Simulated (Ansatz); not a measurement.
# From F to Br: the HOMO–LUMO gap

One atom is swapped for its congeners: SiH(CH3)F2; SiH(CH3)ClF; SiH(CH3)BrF. All are singlets with charge 0.

Shapes, held fixed at every level: PBE0-D4/def2-TZVP. Programs: Ansatz 0.2.0. Values in eV.

(1) How should the HOMO–LUMO gap change along the series?

Answers

(1) At wB97M-V/def2-TZVPP the HOMO–LUMO gap falls at every step, from 14.18 to 13.01 eV. Every level shows the same order. Relativity is left out for Br unless named. Orbital gaps aren't excitation energies, and the LUMO depends on the basis.

```json
{"level": "PBE-D4/def2-TZVPP", "SiH(CH3)F2": "8.05", "SiH(CH3)ClF": "7.38", "SiH(CH3)BrF": "6.80"}
{"level": "r2SCAN-D4/def2-TZVPP", "SiH(CH3)F2": "8.91", "SiH(CH3)ClF": "8.18", "SiH(CH3)BrF": "7.55"}
{"level": "B3LYP-D4/def2-TZVPP", "SiH(CH3)F2": "9.95", "SiH(CH3)ClF": "9.22", "SiH(CH3)BrF": "8.52"}
{"level": "BHLYP-D4/def2-TZVPP", "SiH(CH3)F2": "12.51", "SiH(CH3)ClF": "11.86", "SiH(CH3)BrF": "11.08"}
{"level": "r2SCAN0-D4/def2-TZVPP", "SiH(CH3)F2": "10.98", "SiH(CH3)ClF": "10.18", "SiH(CH3)BrF": "9.47"}
{"level": "wB97M-V/def2-TZVPP", "SiH(CH3)F2": "14.18", "SiH(CH3)ClF": "13.66", "SiH(CH3)BrF": "13.01"}
```
